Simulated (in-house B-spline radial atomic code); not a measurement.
**Ionising the iron ion Fe³⁺ with different functionals**

Computed with a B-spline radial code for spherical atoms: scalar-relativistic (spin-free X2C) Hamiltonian, Fermi nucleus of rms radius 3.7377 fm, spin-polarised at highest spin, spherical fractional occupations for the functionals, the average over the highest-spin determinants for Hartree-Fock. The ionisation energy is the difference of two self-consistent energies, [Ar] 3d5 → [Ar] 3d4, without Breit or QED terms; ε is the level of the shell that loses the electron (its least bound occupied spin orbital).

Hybrids are left out here: with spherical fractional occupations of an open shell their exact exchange keeps a self-interaction that integer-occupation calculations don't have.

```tsv
method	rung	ΔSCF (eV)	-ε(3d) (eV)
Hartree-Fock	Hartree-Fock	53.80	56.09
LDA VWN5	LDA	55.26	45.38
LDA PW92	LDA	55.25	45.37
LDA exchange-only	LDA	?	?
PBE	GGA	55.06	45.18
PBEsol	GGA	?	?
BLYP	GGA	54.89	44.99
RPBE	GGA	54.99	45.11
PW91	GGA	55.17	45.28
BP86	GGA	55.06	45.18
AM05	GGA	55.03	45.15
OLYP	GGA	55.38	45.41
TPSS	meta-GGA	54.98	45.10
SCAN	meta-GGA	55.53	45.68
r2SCAN	meta-GGA	55.57	45.71
revTPSS	meta-GGA	54.90	45.02
```

(1) What does PBEsol give?

(2) What does LDA exchange-only give?

(3) How do they compare with the NIST value?

Answers

(1) ΔSCF 55.03 eV, and -ε(3d) = 45.16 eV.

(2) ΔSCF 53.82 eV, and -ε(3d) = 44.02 eV.

(3) NIST lists 54.91 eV ± 0.04 (measured, ground level to ground level). Errors run from -1.11 to +0.66 eV; revTPSS is closest (-0.01 eV), though others lie within the uncertainty of it, and part of that can be cancellation, since the calculations leave out spin-orbit coupling, Breit-QED terms, multiplet and fine-structure energies. Hartree-Fock also lacks correlation.
